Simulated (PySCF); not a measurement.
Fill in the blanks.

C₇H₄F₂O.
Z-matrix (Å and degrees, GFN2-xTB geometry), rows numbered from 1:
```
O 
C   1  1.2208
C   2  1.4682  1  119.03
C   3  1.3470  2  131.74  1  -179.94
C   4  1.4227  3  128.68  2    -0.10
F   5  1.3463  4  113.59  3  -180.00
C   5  1.3533  4  130.12  3    -0.03
C   7  1.4185  5  125.95  4     0.11
F   8  1.3500  7  112.36  5   179.93
C   8  1.3498  7  131.61  5    -0.05
H   3  1.0840  2  111.07  1     0.01
H   4  1.0839  3  117.98  2   179.94
H   7  1.0817  5  118.17  4  -179.91
H  10  1.0839  2  112.94  1     0.06
```

```csv
property,level,value
point group of the GFN2-xTB geometry,GFN2-xTB,Cs
"rotational constants A, B, C of the GFN2-xTB geometry",GFN2-xTB,"1.703, 1.240, 0.718 GHz"
dipole moment,PBE0/def2-SVPD,3.17 D
HOMO energy,PBE0/def2-SVPD,-7.38 eV
LUMO energy,PBE0/def2-SVPD,-2.86 eV
lowest singlet excitation,TDDFT PBE0/def2-SVPD,?
strongest line among the 6 lowest singlet transitions,TDDFT PBE0/def2-SVPD,"S5 at 6.01 eV (206 nm, f = 0.359)"
lowest triplet excitation (Tamm–Dancoff),TDA PBE0/def2-SVPD,2.38 eV
static isotropic polarisability,PBE0/def2-SVPD,?
electronic spatial extent ⟨r²⟩ about the centre of nuclear charge,PBE0/def2-SVPD,1413 bohr²
13C chemical shifts (computed TMS as zero) by class,GIAO PBE0/pcSseg-1,?
1H chemical shifts (computed TMS as zero) by class,GIAO PBE0/pcSseg-1,"7.25 (H11), 7.13 (H12), 7.02 (H14), 6.84 (H13) ppm"
"isotropic shieldings of nuclei other than C and H, by class",GIAO PBE0/pcSseg-1,"-281 (O1), 254 (F6), 260 (F9) ppm"
```

Electronic properties: PySCF, gas phase, density fitting.

Problem. Give the static isotropic polarisability.

Solution. 88.3 au.

Problem. What is the lowest singlet excitation?

Solution. 3.48 eV (356 nm, f = 0.000).

Problem. What are the 13C chemical shifts (computed TMS as zero) by class?

Solution. 182.9 (C2), 175.1 (C8), 174.9 (C5), 156.1 (C3), 133.4 (C10), 132.7 (C4), 118.8 (C7) ppm.

No computed singlet falls in the visible range (750 to 380 nm, 1.65 to 3.26 eV); S1 lies 0.22 eV above its blue end. The vertical singlet–triplet gap S1 − T1 is 1.10 eV (TDDFT singlet less Tamm–Dancoff triplet; S1: HOMO−1→LUMO, weight 0.92; T1: HOMO→LUMO, weight 0.95). A dipole of 3.17 D is allowed in Cs, and pure rotational transitions are dipole-allowed. The rotational constants make it an asymmetric top with κ = (2B − A − C)/(A − C) = 0.06, midway between the prolate (−1) and oblate (+1) limits. The principal polarisabilities are 47.6, 98.1 and 119.1 au; their mean is the isotropic value. In wavenumbers S1 is 28100 cm⁻¹ (1 eV = 8065.54 cm⁻¹).

For the NMR shielding job (PBE0/pcSseg-1), the run took 24 s on Arm Neoverse V2, one thread (shared host), and the process peaked at 0.92 GiB of memory.
